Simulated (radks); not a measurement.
Fractional charge and spin in the 5s shell of iodine: the spin-up occupation runs from 0 to 1 and the spin-down occupation from 0 to 1; the fullest corner is I3+, [Kr] 4d10 5p(up 1, down 1) 5s(up 1, down 1). All-electron calculation, scalar-relativistic Kohn-Sham, PBEsol, spin-polarised, spherical densities, point nucleus. Program: a radial shooting solver on a logarithmic mesh with Libxc functionals. Energy (eV) above the fullest corner. The planes named below are the two flat planes that join the four corners, with an edge along up + down = one added electron.

| down \ up | 0 | 0.25 | 0.5 | 0.75 | 1 |
|---|---|---|---|---|---|
| 0 | 116.850 | 99.570 | 83.022 | 67.205 | 52.116 |
| 0.25 | 99.570 | 83.103 | 67.359 | 52.339 | 38.039 |
| 0.5 | 83.022 | 67.359 | 52.413 | 38.182 | 24.662 |
| 0.75 | 67.205 | 52.339 | 38.182 | 24.731 | 11.984 |
| 1 | 52.116 | 38.039 | 24.662 | 11.984 | 0.000 |

Corners above the fullest one (they belong to I4+ and the next ion): (up 1, down 0) 52.116 eV, (up 0, down 1) 52.116 eV, (up 0, down 0) 116.85 eV. With half an added electron in each spin the energy lies 0.298 eV from the planes, and with half an added electron in spin up alone -1.460 eV. The planes are only a guide here: the flat-plane condition holds for ground states with one frontier orbital, while this shell lies below other occupied shells, so the corners above the fullest one are inner-hole states and not the ground states of those ions.
